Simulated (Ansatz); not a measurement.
A structure relaxed at PBE0-D4/def2-TZVP, charge 0, multiplicity 1:

Cartesian coordinates in Å:
```
N -1.6079 -1.0412 0.7731
Si -0.3260 0.1174 0.6586
Si -0.5914 1.7839 -0.9763
Sn 1.8466 -1.1753 0.2091
H -1.7238 -1.7169 0.0343
H -2.5063 -0.7428 1.1210
H -0.2240 0.7957 1.9822
H -0.6211 1.1673 -2.3326
H -1.8646 2.5365 -0.7888
H 0.5402 2.7517 -0.9301
H 3.1024 -0.1305 -0.2928
H 1.5923 -2.3141 -1.0437
H 2.3835 -2.0316 1.5861
```

Problem. Give its formula and SMILES.

Solution. H9NSi2Sn, `N[SiH]([SiH3])[SnH3]`.

Problem. Point group (tolerance 0.08 Å, 0.16 Å for H)?

Solution. C1.

Problem. Summarise the bond lengths by kind.

Solution. 1 × N–Si 1.732 Å; 2 × H–N 1.008 to 1.009 Å; 1 × Si–Si 2.350 Å; 1 × Si–Sn 2.568 Å; 4 × H–Si 1.490 to 1.491 Å; 3 × H–Sn 1.708 to 1.712 Å.

Program: Ansatz 0.2.0.
